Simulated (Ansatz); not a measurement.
Program: Ansatz. Geometries: PBE0-D4/def2-TZVP. ΔE: electronic, gas phase. CBS: MP2 limit from def2 TZ/QZ plus the TZ coupled-cluster correction, frozen cores. This one scheme is used for every species. DFT in def2-TZVPP. For Br outer-core shells are correlated without core-valence functions, which leaves a few kJ/mol of doubt a bond. Scalar relativity is left out up to krypton. One conformer a species, not always the lowest.

Consider the silylene formation by 1,1-elimination: `[SiH3]C[SiH2]Br` → `C[SiH2]Br` + `[SiH2]`.

CCSD(T)/CBS gives +57.1 kcal/mol.

(1) Another level gave +51.5 kcal/mol. Which?
A. HF/def2-TZVPP
B. r2SCAN/def2-TZVPP
C. PBE0/def2-TZVPP
D. CCSD(T)/def2-TZVPP

Largest T1 diagnostic among the species: 0.014.

## Answers

(1) A. HF/def2-TZVPP 51.5, CCSD(T)/def2-TZVPP 55.6, PBE0 57.8, r2SCAN 60.8 kcal/mol.

The D4 term adds +3.4 kcal/mol with B3LYP and +1.9 kcal/mol with PBE0; it sums over pairs of atoms, weighted by their polarisabilities, and B3LYP, whose exchange is more repulsive, gets the larger term. In def2-TZVPP, CCSD(T) changes the Hartree–Fock value by +4.0 kcal/mol (the triples alone add +1.2 kcal/mol) and MP2 by +9.0 kcal/mol. From PBE to PBE0 (25 % exact exchange), in def2-TZVPP and without D4, ΔE moves by +2.3 kcal/mol.

B3LYP here is the variant with VWN-RPA as its local correlation; programs differ in this.
